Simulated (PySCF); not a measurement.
**Excitation energy of S by level of theory**

S [Ne] 3s2 3p4 (3P) → S [Ne] 3s1 3p5 (3P), as a difference of total energies. All numbers are calculated (PySCF 2.14, the spin-free X2C one-electron Hamiltonian (Gaussian nucleus), in x2c-QZVPPall (9s6p4d2f1g, 70 functions)). Correlated levels: valence: [Ne] frozen; valence and next inner shell: 1s2 frozen. The calculations carry no spin-orbit coupling.

| method | excitation energy (eV) | error (eV) |
| --- | --- | --- |
| UHF | 11.586 | +2.658 |
| LDA | 10.030 | +1.102 |
| PBE | 10.063 | +1.135 |
| PBE0 | 10.488 | +1.560 |
| r2SCAN | 10.227 | +1.299 |
| wB97M-V | 10.681 | +1.753 |
| B3LYP | 10.395 | +1.467 |
| revPBE | 10.025 | +1.097 |
| B2PLYP | 10.443 | +1.515 |
| ROHF | 11.634 | +2.706 |
| MP2 (valence) | 10.524 | +1.596 |
| SCS-MP2 (valence) | 10.406 | +1.478 |
| MP2 (valence and next inner shell) | 10.545 | +1.617 |
| SCS-MP2 (valence and next inner shell) | 10.420 | +1.492 |

Reference: 8.928 eV (measured; NIST levels, between the centres of gravity of the two terms).

Errors of the correlated levels include the incompleteness of this basis and the frozen core.

The upper state lies above the first ionisation limit, where it may autoionise and the basis confines it.

Every method misses the reference by a wide margin, which points to the basis or the choice of state and not to the methods.
